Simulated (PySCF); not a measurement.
## Interval between two levels of Hf by level of theory

Hf [Xe] 4f14 5d2 6s2 [3F4, M_J = 4] → Hf [Xe] 4f14 5d1 6s2 6p1 [3F4, M_J = 4], as a difference of total energies. All numbers are calculated (PySCF 2.14, the two-component X2C-1e Hamiltonian, in x2c-TZVPall-2c). Correlated levels: [Kr] 4d10 4f14 frozen; the 34 highest virtual spinors dropped. "Screened" scales the spin-orbit matrix elements by Boettger's factors to mimic the two-electron term; Breit and QED terms are absent.

| method | interval between two levels (cm⁻¹) |
| --- | --- |
| GHF (screened spin-orbit) | 9670.0 |
| GMP2 (screened spin-orbit) | 13999 |

Errors of the correlated levels include the incompleteness of this basis and the frozen core.

The labels give the starting determinants; with spin-orbit coupling the two ends relaxed to ⟨J²⟩ = 20.17, ⟨L²⟩ = 12.35, ⟨S²⟩ = 2.12 and ⟨J²⟩ = 22.57, ⟨L²⟩ = 14.65, ⟨S²⟩ = 2.84.

The determinant of the upper state mixes levels of different J (the jj label is only the starting occupation), so the difference between spin-free and spin-orbit rows is not the physical spin-orbit shift.

For comparison: 13657 cm⁻¹ (measured; NIST Handbook of Basic Atomic Spectroscopic Data (Sansonetti and Martin, J. Phys. Chem. Ref. Data 34, 1559 (2005))).
